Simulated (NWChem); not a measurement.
# TiO₂; SMILES [O]=[Ti]=[O]

```xyz
3

Ti     0.0000     0.0000     0.3888
O      1.3256     0.0000    -0.5346
O     -1.3256     0.0000    -0.5346
```
Atoms are numbered in this order, from 1.

All runs use the structure optimised with PBE0/def2-SVP.

Symmetry labels are those of C2v in the frame above (b1 and b2, or b-type labels, depend on it).

Problem. List the 6 lowest vertical singlet excitations from Hartree-Fock/6-31G* (spherical d), CIS (NWChem).

Solution. 
```
state  energy (eV)  oscillator strength  symmetry  leading excitation (squared amplitude)
-----  -----------  -------------------  --------  --------------------------------------
S1            4.32                0.016        b1                      HOMO → LUMO (0.81)
S2            4.73                0.001        a1                    HOMO−1 → LUMO (0.73)
S3            5.05                0.054        b2                    HOMO−2 → LUMO (0.76)
S4            5.16                0.000        a2                    HOMO−3 → LUMO (0.65)
S5            5.40                0.002        b2                  HOMO−1 → LUMO+5 (0.53)
S6            5.49                0.002        b1                    HOMO → LUMO+2 (0.34)
```
